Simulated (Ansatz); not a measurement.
A calculation with Ansatz (development build ahead of 0.2.0).

```yaml
crystal:
  periodic: [false, false, false]
  atoms:
    - { symbol: Al, position_ang: [0.0, 0.0, 0.0] }
basis:
  gaussian: { orbitals: "6-31G" }
magnetization:
  initial_magnetization: 1
hamiltonian:
  xc: hf
correlation:
  method: mp2
  frozen_orbitals: { Al: 5 }
```

The input is written out in the form of the current development build from the run's settings. Correlation on restricted open-shell orbitals is semicanonical, with singles.

The run gave:

| Item | Value |
| --- | --- |
| Converged | yes |
| Reference energy | -241.85417 hartree |
| Correlation energy | -0.01695 hartree |
| Total energy | -241.87112 hartree |
| Spin squared of the determinant | 0.750 |
